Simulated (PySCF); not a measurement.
## Kr(2+): ionisation energy

Kr(2+) [Ar] 3d10 4s2 4p4 (3P) → Kr(3+) [Ar] 3d10 4s2 4p3 (4S), as a difference of total energies. Calculation: PySCF 2.14, in cc-pVDZ-PP with ECP10MDF; scalar relativity through the core potential. Correlated levels: valence: 3s2 3p6 3d10 frozen. The calculations carry no spin-orbit coupling.

```json
{"method": "UHF", "ionisation energy (eV)": "34.238"}
{"method": "PBE0", "ionisation energy (eV)": "35.422"}
{"method": "MP2 (valence)", "ionisation energy (eV)": "34.632"}
{"method": "SCS-MP2 (valence)", "ionisation energy (eV)": "34.640"}
{"method": "CCSD (valence)", "ionisation energy (eV)": "34.650"}
```

**Question.** Estimate what B3LYP gives.

**Answer.** 35.615 eV, closest to PBE0 among the rows shown.

**Question.** Estimate what CCSD(T) (valence) gives.

**Answer.** 34.657 eV, closest to CCSD (valence) among the rows shown.

The reference lies between the lowest fine-structure levels, while these numbers refer to the centres of the terms.

Errors of the correlated levels include the incompleteness of this basis and the frozen core.

For comparison: 35.838 ± 0.02 eV (measured; NIST Atomic Spectra Database, ionization energies).
